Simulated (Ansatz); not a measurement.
C$_{3}$H$_{10}$AlClO, SMILES `C[OH+][Al-]([CH3])([CH3])[Cl]`, one more setting.

```yaml
crystal:
  periodic: [false, false, false]
  atoms:
    - {symbol: C, position_ang: [1.424829, -1.635800, 0.227162]}
    - {symbol: O, position_ang: [0.980285, -0.373432, 0.841002]}
    - {symbol: Al, position_ang: [-0.299583, 0.922024, 0.158980]}
    - {symbol: C, position_ang: [-0.203810, 0.562121, -1.805239]}
    - {symbol: C, position_ang: [-1.910811, 0.631920, 1.139508]}
    - {symbol: Cl, position_ang: [0.985792, 2.549337, 0.692882]}
    - {symbol: H, position_ang: [0.539254, -2.186931, -0.046792]}
    - {symbol: H, position_ang: [1.963429, -1.436334, -0.659303]}
    - {symbol: H, position_ang: [2.025834, -2.231686, 0.913163]}
    - {symbol: H, position_ang: [1.799615, 0.113244, 1.174026]}
    - {symbol: H, position_ang: [-0.639002, -0.439573, -2.131858]}
    - {symbol: H, position_ang: [0.828943, 0.539072, -2.211012]}
    - {symbol: H, position_ang: [-0.806079, 1.288354, -2.346019]}
    - {symbol: H, position_ang: [-2.280218, -0.330427, 0.957683]}
    - {symbol: H, position_ang: [-1.742558, 0.770298, 2.304751]}
    - {symbol: H, position_ang: [-2.656199, 1.463875, 0.904111]}
basis:
  gaussian: {orbitals: "6-31G*"}
hamiltonian: {xc: {name: LC-wPBE}}
accuracy: high
output: {forces: true}
```

```sh
$ ansatz run in.yaml --threads 4 --pin off --events-out ev --progress --plain --max-ram 11315MiB
```

Shortened log:

```
Functional definition: LC-wPBE
2795 factors; integrals over basis functions are off by at most 7.7e-9 eV
786 factors; integrals over basis functions are off by at most 2.1e-9 eV
mean field evaluation 1: about -24428.9609 eV, gradient 4.6e1 eV
mean field evaluation 2: about -24431.5144 eV, gradient 3.3e1 eV
mean field evaluation 4: about -24433.6652 eV, gradient 2.0e0 eV
mean field evaluation 8: about -24433.6680 eV, gradient 7.0e-2 eV
mean field evaluation 16: about -24433.6680 eV, gradient 2.4e-5 eV
mean field -24433.66803873 eV, -897.9207386884 hartree, gradient 7.6e-8 eV, S^2 0.000000; 0 other end points of the search recorded, 0 dependent functions left out
reference -24433.66803873 eV, -897.9207386884 hartree; 33, 33 occupied and 85, 85 virtual orbitals, 2795 factors
Total energy: -24433.66803873 eV, -897.9207386884 hartree
Atom 0 at     1.424829    -1.635800     0.227162 Å, force    -0.930099     0.601878     0.929525 eV/Å
Atom 1 at     0.980285    -0.373432     0.841002 Å, force     2.437273    -0.855156     0.613193 eV/Å
Atom 2 at    -0.299583     0.922024     0.158980 Å, force     0.331376    -0.166696    -1.378117 eV/Å
Atom 3 at    -0.203810     0.562121    -1.805239 Å, force    -0.169477    -1.594287    -0.056961 eV/Å
Atom 4 at    -1.910811     0.631920     1.139508 Å, force     0.053413     3.320098     2.922733 eV/Å
Atom 5 at     0.985792     2.549337     0.692882 Å, force     0.176940     0.409645     0.226350 eV/Å
Atom 6 at     0.539254    -2.186931    -0.046792 Å, force    -0.423605    -0.113905     0.084814 eV/Å
Atom 7 at     1.963429    -1.436334    -0.659303 Å, force     0.776624     0.409267    -1.073038 eV/Å
Atom 8 at     2.025834    -2.231686     0.913163 Å, force    -0.057881     0.229709     0.278130 eV/Å
Atom 9 at     1.799615     0.113244     1.174026 Å, force    -1.503238    -0.604181    -0.525240 eV/Å
Atom 10 at    -0.639002    -0.439573    -2.131858 Å, force     0.351446     1.002438     0.585554 eV/Å
Atom 11 at     0.828943     0.539072    -2.211012 Å, force    -0.443538     0.390939     0.148205 eV/Å
Atom 12 at    -0.806079     1.288354    -2.346019 Å, force     0.121408     0.342521    -0.255364 eV/Å
Atom 13 at    -2.280218    -0.330427     0.957683 Å, force    -1.082570    -1.523090    -0.254269 eV/Å
Atom 14 at    -1.742558     0.770298     2.304751 Å, force    -0.263650    -0.499988    -2.304892 eV/Å
Atom 15 at    -2.656199     1.463875     0.904111 Å, force     0.625576    -1.349193     0.059379 eV/Å
Dipole moment:     0.455597    -1.105671     0.076682 e Å
```

Run time 7.5 s (4 threads of an Arm Neoverse V2 on a shared host); peak host memory 0.53 GiB.
